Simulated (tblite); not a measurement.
Compound: C₄H₁₄N₂Si₃.
Atom-mapped SMILES: `[SiH3:1][C@H:2]([CH:3]1[CH2:4][CH2:5]1)[SiH:6]1[NH:7][SiH2:8][NH:9]1` (hydrogens: H10, H11, H12 on Si1; H13 on C2; H14 on C3; H15, H16 on C4; H17, H18 on C5; H19 on Si6; H20 on N7; H21, H22 on Si8; H23 on N9)

Geometry (GFN2-xTB, Å), atoms numbered from 1 in this order:
```xyz
23
C4H14N2Si3 angstrom
Si    -0.053   -1.940    1.870
C     -0.548   -0.364    0.935
C     -0.847   -0.670   -0.513
C     -2.174   -1.243   -0.910
C     -1.825    0.170   -1.276
Si     0.780    0.982    1.082
N      2.307    0.565    0.354
Si     2.317    1.833   -0.835
N      0.775    2.223   -0.140
H      1.185   -2.505    1.328
H     -1.117   -2.943    1.743
H      0.136   -1.624    3.289
H     -1.457    0.027    1.400
H      0.017   -1.019   -1.065
H     -2.911   -1.396   -0.135
H     -2.212   -1.984   -1.694
H     -2.327    0.967   -0.746
H     -1.621    0.400   -2.311
H      0.881    1.532    2.437
H      3.035   -0.051    0.662
H      3.318    2.873   -0.618
H      2.275    1.332   -2.206
H      0.061    2.860   -0.438
```

Level: GFN2-xTB in tblite, geometry and Hessian alike; calculated harmonic values, unscaled, isolated species. This tight-binding method is rough: wavenumbers can miss measured ones by several per cent, in bad cases by 10 to 20. Modes of hydrogen on silicon can be 10 to 20 % off. One conformer, not necessarily the lowest.

Harmonic wavenumbers (cm⁻¹): 26.6, 55.0, 67.6, 99.5, 116.9, 130.0, 160.4, 178.8, 197.4, 265.4, 339.3, 365.8, 398.6, 433.1, 443.8, 504.9, 519.3, 538.0, 553.5, 604.2, 659.5, 712.7, 758.1, 777.1, 782.0, 794.9, 798.7, 804.4, 819.4, 843.1, 862.0, 878.6, 901.3, 941.8, 981.4, 1007.8, 1058.7, 1062.0, 1069.5, 1093.5, 1103.7, 1113.1, 1132.2, 1158.4, 1222.5, 1261.9, 1390.5, 1443.9, 1491.5, 2211.6, 2228.2, 2237.3, 2242.6, 2256.2, 2272.6, 2931.0, 3038.9, 3078.6, 3080.7, 3082.3, 3100.1, 3533.7, 3543.8.

A = 1420, B = 729.0, C = 557.2 MHz; mass 174.046 u (most abundant isotopes); point group C1, symmetry number 1.

**Question.** Zero-point energy?

**Answer.** Half the sum of the wavenumbers: 36880 cm⁻¹ = 441.18 kJ/mol.

**Question.** Entropy at 500 K, 1 bar (ideal gas, RRHO, classical rotation)?

**Answer.** Translation 183.95, rotation 134.90, vibration 308.88: S = 627.7 J/(mol K).

**Question.** And Cp and H(500 K) − H(0)?

**Answer.** Cp = 318.72 J/(mol K), of which vibrations give 285.46 (their classical limit is 63 R = 523.8); H(500 K) − H(0) = 93.66 kJ/mol without the zero-point energy, 77.03 from vibrations.

**Question.** What must be added to the electronic energy to get the Gibbs energy at 500 K and 1 bar?

**Answer.** ZPE + [H(500 K) − H(0)] − T·S = 441.18 + 93.66 − 313.86 = 220.98 kJ/mol.

**Question.** How do the functions run with temperature in this model?

**Answer.** 
```json
{"T (K)": "50", "S (J/(mol K))": "267.5", "Cp (J/(mol K))": "69.2", "H − H(0) (kJ/mol)": "2.45", "G − H(0) (kJ/mol)": "-10.93", "ln q(vib)": "1.15"}
{"T (K)": "100", "S (J/(mol K))": "325.7", "Cp (J/(mol K))": "100.6", "H − H(0) (kJ/mol)": "6.73", "G − H(0) (kJ/mol)": "-25.83", "ln q(vib)": "3.16"}
{"T (K)": "298.15", "S (J/(mol K))": "488.3", "Cp (J/(mol K))": "221.2", "H − H(0) (kJ/mol)": "38.39", "G − H(0) (kJ/mol)": "-107.21", "ln q(vib)": "10.97"}
{"T (K)": "373.15", "S (J/(mol K))": "542.6", "Cp (J/(mol K))": "262.9", "H − H(0) (kJ/mol)": "56.58", "G − H(0) (kJ/mol)": "-145.89", "ln q(vib)": "13.84"}
{"T (K)": "750", "S (J/(mol K))": "771.8", "Cp (J/(mol K))": "390.8", "H − H(0) (kJ/mol)": "183.12", "G − H(0) (kJ/mol)": "-395.76", "ln q(vib)": "27.50"}
{"T (K)": "1000", "S (J/(mol K))": "890.9", "Cp (J/(mol K))": "436.1", "H − H(0) (kJ/mol)": "286.88", "G − H(0) (kJ/mol)": "-604.05", "ln q(vib)": "35.53"}
```

q(vib) and H(0) count from the zero-point level.

Hindered rotation and anharmonicity are outside this model. Other conformers, if any are populated, would add a mixing term that is left out. The structure is chiral; the term R ln 2 for an equal mix with its mirror image is left out.
